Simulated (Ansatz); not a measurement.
```yaml
crystal:
  periodic: [false, false, false]
  atoms:
    - {symbol: Si, position_ang: [-1.299002, 2.198516, -0.626181]}
    - {symbol: Al, position_ang: [0.047888, 0.200610, -0.207304]}
    - {symbol: C, position_ang: [0.269510, -1.252051, 1.092966]}
    - {symbol: Si, position_ang: [1.500953, -1.625237, -0.326264]}
    - {symbol: H, position_ang: [-2.531418, 1.792438, -1.360526]}
    - {symbol: H, position_ang: [-1.713002, 2.857230, 0.643696]}
    - {symbol: H, position_ang: [-0.572931, 3.195030, -1.458955]}
    - {symbol: H, position_ang: [0.779434, -0.896046, 1.996216]}
    - {symbol: H, position_ang: [-0.467546, -2.004255, 1.372085]}
    - {symbol: H, position_ang: [2.941734, -1.715222, 0.036488]}
    - {symbol: H, position_ang: [1.109880, -2.807914, -1.141721]}
basis:
  gaussian: {orbitals: cc-pVDZ}
magnetization: {spin_polarized: true, initial_magnetization: 1}
hamiltonian: {xc: {name: SVWN5}}
output: {forces: true}
```

```sh
$ ansatz run in.yaml --threads 2 --pin off --events-out ev --progress --plain --max-ram 4352MiB
```

Output, abridged:

```
Error: a molecule whose nuclei and cores have a total charge of 54 cannot have a net charge of 0 together with 1 unpaired electrons
```

Q: What is wrong with this run?

A: The number of unpaired electrons doesn't fit the electron count. The input was rejected before any iteration.
